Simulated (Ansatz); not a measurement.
Reaction (formal exchange of groups at the Se–Si bond): `OC[SiH](Cl)[SeH]` + `C[O][GeH]([F])[Cl]` → `C[O][Ge]([F])([Cl])[SeH]` + `OC[SiH2]Cl`

Isolated molecules relaxed with PBE0-D4/def2-TZVP in Ansatz; ΔE leaves out vibrations. CCSD(T)/CBS adds triple-zeta CCSD(T) − MP2 to the extrapolated MP2 energy (def2 sets, frozen cores). DFT in def2-TZVPP. B3LYP here is the variant with VWN-RPA as its local correlation; programs differ in this. For Ge, Se outer-core shells are correlated without core-valence functions, which leaves a few kJ/mol of doubt a bond. Scalar relativity is left out up to krypton. Each species was taken in one conformer, which may not be the lowest.

```
             level  ΔE (kJ/mol)  difference from CCSD(T)/CBS
            PBE-D4         -1.8                         -0.3
         r2SCAN-D4         -2.0                         -0.5
           PBE0-D4         -0.9                          0.6
          B3LYP-D4         -5.7                         -4.2
           ωB97X-V         -4.1                         -2.6
           ωB97M-V         -3.3                         -1.8
            B2PLYP         -4.9                         -3.4
               PBE         -1.7                         -0.2
            r2SCAN         -2.0                         -0.5
              PBE0         -0.8                          0.7
             B3LYP         -5.4                         -3.9
     HF/def2-TZVPP         -4.6                         -3.1
    MP2/def2-TZVPP         -3.2                         -1.7
SCS-MP2/def2-TZVPP         -4.5                         -3.0
   CCSD/def2-TZVPP         -4.4                         -2.9
CCSD(T)/def2-TZVPP         -4.6                         -3.1
     HF/def2-QZVPP         -3.8                         -2.3
    MP2/def2-QZVPP         -1.1                          0.4
SCS-MP2/def2-QZVPP         -2.2                         -0.7
      HF/CBS(def2)         -3.6                         -2.1
     MP2/CBS(def2)         -0.1                          1.4
    CCSD/CBS(def2)         -1.3                          0.2
       CCSD(T)/CBS         -1.5                            0
```

Largest T1 diagnostic among the species: 0.012.

CCSD(T)/CBS has its own doubt, a few kJ/mol and more with outer-core shells, so smaller differences from it don't rank the levels.
